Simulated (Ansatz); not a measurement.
```yaml
crystal:
  periodic: [false, false, false]
  atoms:
    - {symbol: C, position_ang: [-1.890165, -0.211353, -0.485577]}
    - {symbol: C, position_ang: [-0.660379, 0.204267, 0.282581]}
    - {symbol: Br, position_ang: [-0.812399, -0.433148, 2.138844]}
    - {symbol: C, position_ang: [0.620813, -0.313974, -0.333033]}
    - {symbol: C, position_ang: [1.897410, 0.138859, 0.329448]}
    - {symbol: Br, position_ang: [2.136401, 2.070640, 0.216737]}
    - {symbol: H, position_ang: [-2.797474, 0.168460, -0.016361]}
    - {symbol: H, position_ang: [-1.833819, 0.191659, -1.501784]}
    - {symbol: H, position_ang: [-1.965129, -1.298763, -0.550943]}
    - {symbol: H, position_ang: [-0.613321, 1.287671, 0.391440]}
    - {symbol: H, position_ang: [0.628548, -0.005631, -1.384710]}
    - {symbol: H, position_ang: [0.606746, -1.410315, -0.321628]}
    - {symbol: H, position_ang: [2.770964, -0.289495, -0.156103]}
    - {symbol: H, position_ang: [1.911805, -0.098873, 1.391100]}
basis:
  gaussian: {orbitals: ANO-RCC-VTZP, final_grid: {core_spheres: 20, valence_spheres: 16, degree: 47}}
total_charge: -1
magnetization: {spin_polarized: true, initial_magnetization: 1}
hamiltonian: {xc: {name: revPBE}}
```

```sh
$ ansatz run in.yaml --threads 2 --pin off --events-out ev --progress --plain --max-ram 32768MiB --backend cuda --devices 0, --max-vram 18GiB
```

It prints (some lines left out):

```
Functional definition: revPBE
2148 factors; their error is unknown
mean field evaluation 1: about -146099.9535 eV, gradient 5.0e1 eV
mean field evaluation 2: about -146050.2527 eV, gradient 1.0e2 eV
mean field evaluation 4: about -146110.0858 eV, gradient 2.0e1 eV
mean field evaluation 8: about -146112.5433 eV, gradient 1.2e0 eV
mean field evaluation 16: about -146112.4720 eV, gradient 3.6e-2 eV
mean field evaluation 32: about -146112.4720 eV, gradient 3.5e-4 eV
mean field -146112.47197322 eV, -5369.5343064251 hartree, gradient 6.9e-6 eV, S^2 0.750157; 10 other end points of the search recorded, 0 dependent functions left out
reference -146112.47204341 eV, -5369.5343090046 hartree; 52, 51 occupied and 266, 267 virtual orbitals, 2148 factors
Total energy: -146112.47204341 eV, -5369.5343090046 hartree
Relativity: scalar
```

Run time 17 s (2 threads of an AMD EPYC 7R13 on a shared host and a share of an NVIDIA H100 80 GB); peak host memory 1.1 GiB.
